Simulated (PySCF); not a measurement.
C4H6ClN2Pd, SMILES CC#[N]->[Pd]([Cl])<-[N]#CC (connectivity only; charge and spin as stated), neutral, multiplicity 2. Atoms are numbered in the order given.

```xyz
14

Pd     0.5148    -0.1958    -0.0212
Cl     1.2706     0.7042    -2.0183
C     -0.5814    -2.1834     4.0021
C     -0.2078    -1.5733     2.7431
N      0.0842    -1.0845     1.7389
H     -0.2211    -1.5702     4.8409
H     -0.1419    -3.1883     4.0811
H     -1.6759    -2.2672     4.0673
C     -1.8664     2.1861    -2.3641
C     -1.7991     1.4188    -1.1408
N     -1.6457     0.7790    -0.1861
H     -0.8761     2.0715    -2.8388
H     -2.0596     3.2461    -2.1495
H     -2.6489     1.7937    -3.0281
```
Charge 0, spin multiplicity 2.

The structure is a stationary point at PBE0-D3(BJ)/def2-SVP. The spin state was assumed, not searched. The isomer is the one that the SMILES or the coordinates give; other isomers of the formula were not compared. The def2 effective core potentials stand for the cores of Pd; spin–orbit coupling is left out.

The numbers are results of PySCF with ωB97X/def2-TZVP, not measurements.

ESP charges are fitted to the potential on shells at 1.4 to 2.0 van der Waals radii. Atomic charges (e):

```
atom  ESP fit  Mulliken  Mulliken spin
----  -------  --------  -------------
Pd1       [?]      0.30           0.87
Cl2     -0.55     -0.55           0.07
C3        [?]     -0.24           0.00
C4        [?]      0.03          -0.01
N5      -0.37     -0.13           0.03
H6       0.23      0.17           0.00
H7       0.23      0.17           0.00
H8       0.24      0.18           0.00
C9        [?]     -0.20           0.00
C10       [?]     -0.01           0.05
N11     -0.47     -0.22          -0.01
H12      0.27      0.18           0.00
H13      0.23      0.15           0.00
H14      0.23      0.15           0.00
```

Question: Some entries are withheld; supply them. (An estimate is asked for; the answer gives what the named calculation found.)

Answer: 
- Pd1, ESP fit: 0.31
- C3, ESP fit: -0.66
- C4, ESP fit: 0.49
- C9, ESP fit: -0.69
- C10, ESP fit: 0.51
